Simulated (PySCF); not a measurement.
SiClH2I, SMILES Cl[SiH2]I. Geometry optimised at r2SCAN-D4/def2-SVP. The def2 effective core potentials stand for the cores of I; spin–orbit coupling is left out.

Computed equilibrium geometry at r2SCAN-D4/def2-SVP (PySCF confirms it by a frequency run) as a Z-matrix, and its point group:
point group Cs.
```
Si
H 1 1.4842
H 1 1.4842 2 112.10
Cl 1 2.0637 2 108.66 3 120.10
I 1 2.4445 2 108.19 3 -119.21
```
Charge 0, spin multiplicity 1.
